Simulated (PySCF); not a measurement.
## Electric field gradients and quadrupole coupling constants

Species: C₆H₉N₃Si.
Geometry (GFN2-xTB, Å), atoms numbered from 1 in this order:
```
atom  x, y, z in Å
C1     3.0719    2.3449   -0.0975
C2     2.1196    1.6219   -0.2060
C3     1.0282    0.7467   -0.3182
N4    -0.1970    1.1178   -0.6828
N5    -0.8948    0.0095   -0.6642
C6    -2.2958   -0.0190   -0.9685
C7    -3.1300    0.2404    0.2826
N8    -0.2258   -1.0622   -0.3125
C9     1.0153   -0.6517   -0.0794
Si10   2.3961   -1.7936    0.4545
H11    3.8959    2.9870   -0.0066
H12   -2.4861    0.7511   -1.7193
H13   -2.5196   -1.0055   -1.3798
H14   -2.9391   -0.5282    1.0278
H15   -2.8798    1.2107    0.7051
H16   -4.1865    0.2302    0.0301
H17    3.4608   -1.7239   -0.5499
H18    1.8569   -3.1458    0.5619
H19    2.9000   -1.3210    1.7469
```

Field gradients from the PBE0/pcSseg-1 density (PySCF, non-relativistic), principal values in atomic units, ordered |Vxx| ≤ |Vyy| ≤ |Vzz|:

| atom | Vxx | Vyy | Vzz |
| --- | --- | --- | --- |
| N4 | 0.3205 | 0.7160 | -1.0366 |
| N5 | 0.1279 | 0.5298 | -0.6577 |
| N8 | 0.3678 | 0.7259 | -1.0937 |

Find the asymmetry η = (Vxx − Vyy)/Vzz and the couplings χ = eQV/h (234.96 MHz × Q in barn × V in au), with Q(14N) = 0.02044 b.

```
atom             environment  nucleus     η  χzz (MHz)  χxx (MHz)  χyy (MHz)
  N4  pyridine-type nitrogen      14N  0.38     -4.978      1.539      3.439
  N5   pyrrole-type nitrogen      14N  0.61     -3.159      0.614      2.545
  N8  pyridine-type nitrogen      14N  0.33      -5.25       1.77       3.49
```

What is Vzz at N5 in SI units (1 au = 9.71736 × 10²¹ V/m²)?

-0.6577 au = -6.391 × 10²¹ V/m².

What couplings would deuterons (Q(2H) = 0.00286 b) have in place of the hydrogens, at this geometry?

```
atom  bonded to  bond length (Å)  Vzz (au)     η  χzz (kHz)
 H11         C1            1.049    0.3968  0.01        267
 H12         C6            1.092    0.2928  0.07        197
 H13         C6            1.092    0.2931  0.06        197
 H14         C7            1.087    0.3111  0.03        209
 H15         C7            1.087    0.3107  0.03        209
 H16         C7            1.086    0.3163  0.03        213
 H17       Si10            1.465    0.1606  0.02        108
 H18       Si10            1.460    0.1646  0.00        111
 H19       Si10            1.465    0.1605  0.02        108
```

Isolated species at its GFN2-xTB geometry (one conformer only). GFN2-xTB bond lengths can be off by several hundredths of an ångström, more for odd bonds, and the gradients follow them. The basis is small and wasn't made for field gradients, so the couplings can be 20 % off.
